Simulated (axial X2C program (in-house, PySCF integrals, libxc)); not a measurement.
## Bond lengths and stretching modes, held linear, of STiS

Computed with an in-house all-electron X2C program for linear molecules (integrals from PySCF): two-component X2C with atomic mean-field Coulomb and Gaunt terms, Gaussian nuclei, basis S dyall-av3z, Ti dyall-v3z with contracted cores. Spin-free rows use the one-electron spin-free X2C Hamiltonian.

Masses S 31.972, Ti 47.948, S 31.972 u. States: 2c Ω = 0 (all partner blocks equally filled); spin-free M_S = 0, Λ = 0 (closed shell).

TPSSh, spin-free: energies above the lowest point

```json
{"r(S–Ti) (Å)": "2.0689", "r(Ti–S) (Å)": "2.0689", "E (meV)": "107.10"}
{"r(S–Ti) (Å)": "2.0689", "r(Ti–S) (Å)": "2.1220", "E (meV)": "50.12"}
{"r(S–Ti) (Å)": "2.0689", "r(Ti–S) (Å)": "2.1750", "E (meV)": "58.23"}
{"r(S–Ti) (Å)": "2.1220", "r(Ti–S) (Å)": "2.0689", "E (meV)": "50.12"}
{"r(S–Ti) (Å)": "2.1220", "r(Ti–S) (Å)": "2.1220", "E (meV)": "0.00"}
{"r(S–Ti) (Å)": "2.1220", "r(Ti–S) (Å)": "2.1750", "E (meV)": "14.42"}
{"r(S–Ti) (Å)": "2.1220", "r(Ti–S) (Å)": "2.2281", "E (meV)": "80.79"}
{"r(S–Ti) (Å)": "2.1750", "r(Ti–S) (Å)": "2.0689", "E (meV)": "58.23"}
{"r(S–Ti) (Å)": "2.1750", "r(Ti–S) (Å)": "2.1220", "E (meV)": "14.42"}
{"r(S–Ti) (Å)": "2.1750", "r(Ti–S) (Å)": "2.1750", "E (meV)": "34.62"}
{"r(S–Ti) (Å)": "2.2281", "r(Ti–S) (Å)": "2.1220", "E (meV)": "80.79"}
{"r(S–Ti) (Å)": "2.2281", "r(Ti–S) (Å)": "2.2281", "E (meV)": "182.69"}
```

Question: Fit a quadratic surface with cubic terms in each bond: where is the minimum, and what are the two stretching wavenumbers?

Answer: At TPSSh, spin-free: bonds 2.134 and 2.134 Å; harmonic stretches 450.1 and 625.6 cm⁻¹; force constants 3.49, 3.49 and coupling 0.33 mdyn/Å.

The other levels and Hamiltonians give:

| Hamiltonian | level | r(S–Ti) (Å) | r(Ti–S) (Å) | lower stretch (cm⁻¹) | upper stretch (cm⁻¹) |
| --- | --- | --- | --- | --- | --- |
| 2c | PBE0 | 2.120 | 2.120 | 463.2 | 640.4 |
| 2c | HF | 2.105 | 2.105 | 513.2 | 692.8 |
| 2c | TPSSh | 2.134 | 2.134 | 449.8 | 625.3 |
| 2c | MP2 | 2.160 | 2.160 | 410.1 | 598.7 |
| spin-free | PBE0 | 2.120 | 2.120 | 463.4 | 640.6 |
| spin-free | HF | 2.105 | 2.105 | 513.8 | 692.9 |

Each state is one determinant, the lowest of a limited PBE0 search; the stretches come from a fit to these few points and carry an uncertainty of a few per cent. Other orders of the atoms were not compared. Left out for rough or failed fits: MP2 spin-free. The levels spread by more than a fifth, so the stretches depend strongly on the method. MP2 freezes inner shells (threshold -2 hartree). The molecule was held linear; bending was not examined, so a bent shape may lie lower.
